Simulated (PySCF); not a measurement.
Rh: ionisation energy

Rh [Kr] 4d8 5s1 [4d3/2^4 4d5/2^4 5s1/2^1, M_J = 9/2] → Rh⁺ [Kr] 4d8 [4d3/2^4 4d5/2^4, M_J = 4], as a difference of total energies. Computed with PySCF 2.14 in x2c-SVPall-2c (6s8p6d1f, 67 functions), with the two-component X2C-1e Hamiltonian. Correlated levels: [Ar] 3d10 frozen; the 6 highest virtual spinors dropped. "Screened" scales the spin-orbit matrix elements by Boettger's factors to mimic the two-electron term; Breit and QED terms are absent.

```tsv
method	ionisation energy (eV)
GHF (spin-free)	6.319
GMP2 (spin-free)	7.081
GHF (screened spin-orbit)	6.319
GMP2 (screened spin-orbit)	7.081
```

Problem. How much does correlation contribute at GMP2 (screened spin-orbit)?

Solution. 7.081 − (6.319) = 0.762 eV, measured against GHF (screened spin-orbit).

The spin-free rows relax to the high-spin LS determinant and lack the spin-orbit shift.

Errors of the correlated levels include the incompleteness of this basis and the frozen core.

The labels give the starting determinants; with spin-orbit coupling the two ends relaxed to ⟨J²⟩ = 24.76, ⟨L²⟩ = 12.05, ⟨S²⟩ = 3.75 and ⟨J²⟩ = 20.01, ⟨L²⟩ = 12.06, ⟨S²⟩ = 2.01.

For comparison: 7.459 eV (measured; NIST Atomic Spectra Database, ionization energies).
